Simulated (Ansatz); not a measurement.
Ansatz (a program for electronic structure) input (r2SCAN/def2-TZVP):

Ansatz 0.2 input:
```yaml
crystal:
  periodic: [false, false, false]
  atoms:
    - {symbol: Si, position_ang: [-0.47559465, -0.23959751, -0.40653097]}
    - {symbol: O, position_ang: [0.72703529, 0.26806601, 0.61322182]}
    - {symbol: H, position_ang: [0.84204278, 1.20983695, 0.78565901]}
basis:
  gaussian:
    orbitals: def2-TZVP
hamiltonian:
  xc: {name: r2SCAN}
magnetization: {spin_polarized: true, initial_magnetization: 1}
relax: {f_tol: 0.003, max_steps: 100}
```

End of the output:

```
the calculation of the forces begins
reference -9939.16592013 eV, -365.2576105561 hartree; 12, 11 occupied and 62, 63 virtual orbitals, 447 factors
relax step   4: F+E_penalty+E_count = -9939.16590967 eV  Δ(F+E_penalty+E_count) = -3.258e-5 eV  max|allowed force component| = 2.180e-3 eV/Å  Δτ_max = 0.0020 Å  (42 SCF iters, accepted)
integrals: 0.01 GiB planned
447 factors; their error is unknown
mean field: 0.19 GiB planned
mean field evaluation 96: about -9938.7905 eV, gradient 1.9e-1 eV
mean field -9939.16590967 eV, -365.2576101717 hartree, gradient 1.3e-5 eV, S^2 0.761799; 5 other end points of the search recorded, 0 dependent functions left out
the calculation of the forces begins
reference -9939.16592013 eV, -365.2576105561 hartree; 12, 11 occupied and 62, 63 virtual orbitals, 447 factors
Total energy: -9939.16592013 eV, -365.2576105561 hartree
Atom 0 at    -0.472670    -0.232772    -0.403582 Å, force    -0.000141    -0.000046    -0.000118 eV/Å
Atom 1 at     0.731438     0.262817     0.616359 Å, force     0.000388     0.002177     0.000498 eV/Å
Atom 2 at     0.834715     1.208260     0.779573 Å, force    -0.000247    -0.002131    -0.000380 eV/Å
Dipole moment:     0.042886     0.324573     0.062069 e Å
```

It need not be the lowest isomer of its formula.
